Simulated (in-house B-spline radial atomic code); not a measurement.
How numerical settings move a run on Ar2+, [Ne] 3s2 3p4. Computed with an all-electron radial atomic-structure program (B-spline basis): non-relativistic revTPSS, spin-polarised, spherical fractional occupations, point nucleus.

Command:
```bash
python run_scf.py task.json out
```
Settings of the sound reference run:
```
Z                18
electrons        16
configuration    [Ne] 3s2 3p4
hamiltonian      nr
method           revtpss,revtpss
spin_polarised   True
knot_spacing     0.22
spline_order     8
gauss_points     12
box_radius       22.22
max_iterations   70
damping          0.5
damped_steps     3
diis_vectors     10
tolerance        1e-08
start            Thomas-Fermi
```

Run time, properties included: 0.33 s on 1 thread of Arm Neoverse N1, with other jobs on the host.

It converges in 8 iterations to -525.775463 hartree, with 3p down at -33.9333 eV. The other runs change the listed settings, some to values that make no sense; their results aren't properties of the atom or ion. Radii are in bohr (the nuclear one in fm), a minus after a letter asks for a j subshell, and «unchanged» means within 1e-8 hartree. The run stops when the residual is below 10 × tolerance × max(1, Z/10), or a noise floor if that is larger, and the energy moves by less than 1e-8 × √|E| hartree; so very loose and very tight tolerances often act alike.

| changed settings | outcome |
| --- | --- |
| gauss_points = 5, max_iterations = 75, damping = 0, diis_vectors = 20 | converged in 7 iterations, energy -8.18e-08 hartree from the reference, 3p down level +8.0e-06 eV |
| hamiltonian = dirac, method = hf, nucleus = fermi, rms_radius = 3.4274, mass_number = 40, atomic_mass = 39.96238, speed_of_light = 137.036 | stopped with error: spin polarisation is not served with the Dirac Hamiltonian |
| spline_order = 3, box_radius = 0.89, max_iterations = 5, damped_steps = 30 | not converged after 5 iterations, last residual 9.9e-05, last energy +9.77e+01 hartree from the reference |
| max_iterations = 2 | not converged after 2 iterations, last residual 1.2e-03, last energy +1.89e-05 hartree from the reference |
| gauss_points = 5 | converged in 8 iterations, energy -8.18e-08 hartree from the reference, 3p down level +3.2e-07 eV |
| box_radius = 44.44, max_iterations = 60, damping = 0, tolerance = 1e-13, start = bare nucleus | converged in 8 iterations, energy +2.28e-08 hartree from the reference, 3p down level +4.3e-06 eV |
| max_iterations = 5 | not converged after 5 iterations, last residual 3.9e-05, last energy +2.04e-08 hartree from the reference |
| gauss_points = 3 | converged in 8 iterations, energy -1.32e+05 hartree from the reference, 3p down level +6.7e+00 eV |
| box_radius = 3.33, max_iterations = 60, diis_vectors = 4, start = bare nucleus | converged in 8 iterations, energy +1.14e-01 hartree from the reference, 3p down level +2.1e+00 eV (the program warns: 3p down reaches the box edge; 3s up reaches the box edge) |
| damping = 0.2 | converged in 7 iterations, energy unchanged, 3p down level +5.0e-06 eV |
| max_iterations = 3, damped_steps = 1, diis_vectors = 1 | not converged after 3 iterations, last residual 4.7e-04, last energy +3.69e-06 hartree from the reference |
| max_iterations = 12 | converged in 8 iterations, energy unchanged |

Q: What happens with gauss_points = 4?

A: Converged in 8 iterations, energy +9.22e-07 hartree from the reference, 3p down level -1.6e-05 eV.

Q: What happens with max_iterations = 3?

A: Not converged after 3 iterations, last residual 4.3e-04, last energy +1.71e-06 hartree from the reference.

Q: What happens with electrons = 17, configuration = [Ne] 3s2 3p4 1f1, max_iterations = 100?

A: Stopped with error: there is no 1f shell.

Q: What happens with electrons = 19, configuration = [Ne] 3s2 3p7, max_iterations = 100?

A: Stopped with error: shell 3p holds at most 3 electrons (per spin).
